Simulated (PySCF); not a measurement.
Al(Cl)(Me)(NCO) (C2H3AlClNO), SMILES [CH3][Al]([Cl])[N]=C=O.

Geometry optimised at PBE-D3(BJ)/def2-SVP. The structure was generated by enumeration; whether it is a known compound was not checked. One conformer was computed; it need not be the lowest.

These are HF/def2-TZVP (PySCF) values and carry that method's errors.

### Question
Estimate the frontier levels, gap, dipole moment and polarisability. (An estimate is asked for; the answer gives what the named calculation found.)

### Answer

| Item | Value |
|---|---|
| highest occupied level | -11.93 eV |
| lowest empty level | 1.75 eV |
| orbital gap | 13.68 eV |
| dipole moment | 2.86 D |
| quadrupole, principal values (traceless, Buckingham form, about the centre of nuclear charge) | -14.86, 3.34, 11.51 D·Å |
| mean static polarisability | 61.6 bohr³ (9.13 Å³) |
| polarisability, principal values | 44.6, 59.6, 80.6 bohr³ |
